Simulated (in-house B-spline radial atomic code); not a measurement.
Orbital energies and mean radii along the 7-electron series, configuration [He] 2s2 2p3. The effective charge is n√(-2ε), a non-relativistic measure. Computed with an all-electron radial atomic-structure program (B-spline basis): Dirac-Hartree-Fock, average of the configuration, finite nuclei.

| ion | Z | energy of 1s1/2 (Eh) | mean radius of 1s1/2 (bohr) | energy of 2s1/2 (Eh) | mean radius of 2s1/2 (bohr) | effective charge of 1s1/2 |
| --- | --- | --- | --- | --- | --- | --- |
| N | 7 | -15.676 | 0.22808 | -0.96479 | 1.3253 | 5.5994 |
| O+ | 8 | ? | ? | ? | ? | ? |
| F2+ | 9 | -28.144 | 0.17525 | -2.9356 | 0.91804 | 7.5025 |
| Ne3+ | 10 | -35.905 | 0.15699 | -4.3097 | 0.79509 | 8.4741 |
| Mg5+ | 12 | ? | ? | ? | ? | ? |
| Al6+ | 13 | -65.266 | 0.11947 | -9.9591 | 0.56708 | 11.425 |
| Si7+ | 14 | -77.08 | 0.11062 | -12.35 | 0.51756 | 12.416 |

**Question.** Fill in the row of O+.

**Answer.** energy of 1s1/2 (Eh): -21.398; mean radius of 1s1/2 (bohr): 0.19825; energy of 2s1/2 (Eh): -1.8186; mean radius of 2s1/2 (bohr): 1.0856; effective charge of 1s1/2: 6.5419.

**Question.** Fill in the row of Mg5+.

**Answer.** energy of 1s1/2 (Eh): -54.466; mean radius of 1s1/2 (bohr): 0.12984; energy of 2s1/2 (Eh): -7.822; mean radius of 2s1/2 (bohr): 0.62704; effective charge of 1s1/2: 10.437.

**Question.** How does the screening of 1s1/2 change?

**Answer.** Z less the effective charge goes from 1.40 at Z = 7 to 1.58 at Z = 14.
